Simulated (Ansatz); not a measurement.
`S[SiH2][GeH3]` + NH₃ → `N[SiH2][GeH3]` + H₂S at 600 K and 1 bar (ligand exchange at the Si–S bond).

Calculated with Ansatz (gas phase, PBE0-D4/def2-TZVP geometries, no zero-point term in ΔE). CBS: MP2 limit from def2 TZ/QZ plus the TZ coupled-cluster correction, frozen cores. This one scheme is used for every species. For Ge outer-core shells are correlated without core-valence functions, which leaves a few kJ/mol of doubt a bond. Scalar relativity is left out up to krypton. Each species was taken in one conformer, which may not be the lowest.

```json
{"species": "`S[SiH2][GeH3]`", "CCSD(T)/CBS energy (Eh)": "-2766.59259", "H − E (kJ/mol)": "189.9", "S (J/(mol·K))": "435.8"}
{"species": "NH₃", "CCSD(T)/CBS energy (Eh)": "-56.50880", "H − E (kJ/mol)": "112.4", "S (J/(mol·K))": "219.5"}
{"species": "`N[SiH2][GeH3]`", "CCSD(T)/CBS energy (Eh)": "-2424.12162", "H − E (kJ/mol)": "234.0", "S (J/(mol·K))": "430.6"}
{"species": "H₂S", "CCSD(T)/CBS energy (Eh)": "-398.97279", "H − E (kJ/mol)": "60.8", "S (J/(mol·K))": "230.9"}
```

H − E and S are ideal-gas, rigid-rotor, harmonic terms from PBE0-D4/def2-TZVP, for one conformer and one mirror image of each species. 1 Eh = 2625.50 kJ/mol, R = 8.31446 J/(mol·K).

By hand: ΔE, ΔH, ΔS and ΔG.

ΔE = (-2424.12162) + (-398.97279) − (-2766.59259) − (-56.50880) = 0.00698 Eh = 18.3 kJ/mol. Δ(H − E) = 234.0 + 60.8 − 189.9 − 112.4 = -7.5, so ΔH = 10.8 kJ/mol. ΔS = 430.6 + 230.9 − 435.8 − 219.5 = 6.2 J/(mol·K). ΔG = 10.8 − 600 × (6.2)/1000 = 7.1 kJ/mol.

By hand: the equilibrium constant, and the temperature at which ΔG would vanish if ΔH and ΔS stayed fixed.

log₁₀ K = −ΔG/(RT ln 10) = -0.6. ΔG = 0 at ΔH/ΔS = 1742 K, though so small a ΔS makes that figure unsure.

TΔS isn't small against ΔH here. A doubt of 5 kJ/mol in ΔE shifts log₁₀ K by 0.4 here. Other conformers and mirror images would add mixing entropy, several J/(mol·K) or more a flexible species. These are equilibria of isolated gas molecules and say nothing of rates. Largest T1 diagnostic: 0.012 (customary marks: 0.02 for closed shells, 0.045 for open ones).
